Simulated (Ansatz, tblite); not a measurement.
Removing an electron: (ClInSe)3 ring (In₃Se₃Cl₃). The state is a singlet with charge 0. Geometry: PBE-D4/def2-SVP. Ansatz, gas phase; energy differences of separate SCF runs; the oxidised species was run as a doublet alone.

```tsv
atom	x (Å)	y (Å)	z (Å)
In1	0.654	-1.870	-1.114
Cl2	1.335	-3.818	-2.274
Se3	-1.688	-1.185	-1.785
In4	-2.055	0.890	-0.384
Cl5	-4.198	1.817	-0.779
Se6	-0.783	2.247	1.333
In7	1.405	0.985	1.490
Cl8	2.863	2.002	3.054
Se9	2.468	-1.067	0.459
```

In the def2 sets In takes a core potential; there is no spin–orbit coupling. The xTB rows come from tblite. B3LYP takes the VWN-RPA correlation. Single mean-field runs in def2-TZVP are fitted with def2-universal-jkfit.

```
             level  −HOMO (eV)  vertical IE (eV)  −LUMO (eV)  HOMO–LUMO gap (eV)
          GFN1-xTB       11.35             13.23        8.30                3.05
          GFN2-xTB       11.47             13.22        9.10                2.37
B3LYP-D4/def2-TZVP        7.83              9.38        3.56                4.27
 PBE0-D4/def2-TZVP        8.09              9.48        3.31                4.79
```

Run but left out: PBE-D4/def2-TZVP (charge +1 doublet: an occupied level 0.12 eV above an empty one).  Raw xTB energy differences between charge states are shifted by several eV; the methods need an empirical correction for them.
